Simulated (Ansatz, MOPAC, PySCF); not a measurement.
Complex: H4Sn (SMILES [SnH4]) (first 5 atoms) with HF (SMILES F); geometry from B3LYP-D3(BJ)/def2-TZVP.
(charge 0, multiplicity 1):
```xyz
7

Sn     0.149     0.271     0.137
H     -1.491     0.318    -0.320
H      0.345    -0.963     1.325
H      1.139    -0.150    -1.186
H      0.643     1.752     0.818
F     -1.031    -0.694     3.544
H     -0.496    -0.901     2.809
```

Counterpoise-corrected where a basis set is named; no monomer relaxation.

The state reached by AM1 isn't checked.

Run with Ansatz (a first-principles code); MOPAC for AM1 (differences of heats of formation); PySCF for the dispersion terms. Each number belongs to the level named beside it. In def2 rows elements past Kr take small-core potentials, without spin–orbit coupling.

Problem. Estimate the interaction energy that AM1 returns for this input.

Solution. 3.7 kcal/mol
